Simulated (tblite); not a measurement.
C5H4N3O (doublet state).
Numbering: `[CH3:1][O:2][C:3]([C:4]#[N:5])([C:6]#[N:7])[CH:8]=[N:9]` (hydrogens: H10, H11, H12 on C1; H13 on C8)
Bond orders are those of one Lewis drawing.

Computed with GFN2-xTB (tblite), gas phase: L-BFGS steps from a force-field or distance-geometry start until the largest atomic force falls under 0.01 eV/Å.

Step 11: E = -690.0380 eV
```
atom  x, y, z in Å  |  force x, y, z in eV/Å
C1      1.8621    0.2281    0.0220   -0.028   0.022   0.002
O2      0.7379   -0.0033   -0.8141   -0.013   0.025   0.051
C3     -0.4760   -0.0925   -0.1096    0.020   0.054   0.088
C4     -0.7970    1.1349    0.6163   -0.055   0.078   0.038
N5     -1.0181    2.1045    1.1776    0.005  -0.020  -0.026
C6     -0.5085   -1.1903    0.8506   -0.003  -0.018   0.018
N7     -0.5202   -2.0464    1.6034    0.035  -0.101   0.075
C8     -1.6627   -0.3031   -1.1053    0.077   0.013  -0.013
N9     -2.7696   -0.7013   -0.8246   -0.013   0.021  -0.066
H10     2.7167    0.3329   -0.6445   -0.078  -0.067  -0.008
H11     1.7404    1.1498    0.6015    0.003   0.012  -0.035
H12     2.0235   -0.6044    0.7165    0.012  -0.003  -0.089
H13    -1.3327   -0.0085   -2.1075    0.038  -0.014  -0.035
```

Step 12: E = -690.0400 eV
```
atom  x, y, z in Å  |  force x, y, z in eV/Å
C1      1.8590    0.2287    0.0208    0.015   0.015   0.009
O2      0.7345   -0.0024   -0.8137    0.003   0.034   0.074
C3     -0.4780   -0.0919   -0.1065    0.029   0.032   0.088
C4     -0.7998    1.1377    0.6148   -0.034   0.015   0.054
N5     -1.0186    2.1059    1.1784   -0.010   0.031  -0.011
C6     -0.5083   -1.1922    0.8518   -0.004  -0.025   0.065
N7     -0.5179   -2.0490    1.6044    0.035  -0.058   0.028
C8     -1.6606   -0.3036   -1.1017    0.062   0.021  -0.062
N9     -2.7707   -0.6993   -0.8329   -0.060  -0.004  -0.024
H10     2.7140    0.3298   -0.6436   -0.052  -0.046  -0.060
H11     1.7440    1.1510    0.6005   -0.023   0.008  -0.033
H12     2.0260   -0.6041    0.7125   -0.020  -0.020  -0.055
H13    -1.3281   -0.0101   -2.1025    0.058  -0.003  -0.072
```

Problem. Estimate the geometry and energy of step 13. (The exact step hangs on the optimiser's Hessian estimate; all steps are aligned on step 12, rigid shifts and turns removed.)

Solution. E = -690.0416 eV, largest force 0.106 eV/Å
```
atom  x, y, z in Å  |  force x, y, z in eV/Å
C1      1.8567    0.2295    0.0202    0.044   0.003   0.009
O2      0.7318   -0.0012   -0.8119    0.000   0.036   0.074
C3     -0.4790   -0.0911   -0.1024    0.010  -0.003   0.067
C4     -0.8025    1.1401    0.6146   -0.014  -0.035   0.065
N5     -1.0192    2.1079    1.1790   -0.023   0.074   0.003
C6     -0.5081   -1.1943    0.8540   -0.003  -0.020   0.092
N7     -0.5155   -2.0522    1.6060    0.033  -0.019  -0.012
C8     -1.6579   -0.3037   -1.1000    0.022   0.018  -0.084
N9     -2.7709   -0.6974   -0.8397   -0.055  -0.008  -0.004
H10     2.7107    0.3264   -0.6440   -0.020  -0.021  -0.102
H11     1.7460    1.1522    0.5992   -0.032   0.010  -0.022
H12     2.0276   -0.6043    0.7081   -0.038  -0.034  -0.013
H13    -1.3241   -0.0115   -2.1008    0.074   0.001  -0.074
```

The energy changes by -0.0016 eV. The first-order estimate −F·Δx gives -0.0021 eV and the mean of the old and new forces, exact on a quadratic surface, -0.0016 eV. The step makes an angle of 57° with the force vector and moves no atom by more than 0.007 Å.

The cost below is that of the whole relaxation. On Arm Neoverse V1, one thread, on a shared host, this took 0.43 s.
